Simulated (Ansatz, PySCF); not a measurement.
Reaction (SMILES): FCBr [bromo(fluoro)methane] → F[CH-]Br + H+

Quantity: gas-phase deprotonation energy (electronic), in kcal/mol. Terms: non-relativistic; no dispersion term unless named; LANL2DZ with its own core potentials from Na on; 6-31G* and kin with 6d, 5d where marked; valence correlation only (noble-gas shells and the d and f shells of earlier blocks); spin-orbit terms left out. Ab initio and DFT rows: single points at B3LYP-D3(BJ) geometries (Ansatz, a program for electronic structure). Sets without +, aug- or the D of def2-TZVPD hold no diffuse functions, which anions need.

```tsv
level	program	gas-phase deprotonation energy (electronic) (kcal/mol)
HF/6-31G*	Ansatz	394.7
BP86/def2-SVP	PySCF	396.0
B3LYP/6-31G*	Ansatz	396.3
B3LYP/6-31G* with LANL2DZ past Ar	Ansatz	394.0
PBE0/6-31G*	Ansatz	398.5
PBE0/6-31G* with LANL2DZ past Ar	Ansatz	395.4
MP2/3-21G	Ansatz	402.8
wB97M-V/def2-TZVPD	Ansatz	385.3
```

No value to compare with is used here. The 7 habitual levels span 394.0 (B3LYP/6-31G* with LANL2DZ past Ar) to 402.8 kcal/mol (MP2/3-21G); wB97M-V/def2-TZVPD gives 385.3.

The levels are drawn from those run, B3LYP/6-31G* more often than the rest, none by its result; left out are runs that failed, that the program found above a lower state of the same kind, or whose <S^2> lies over 0.5 above the pure value.
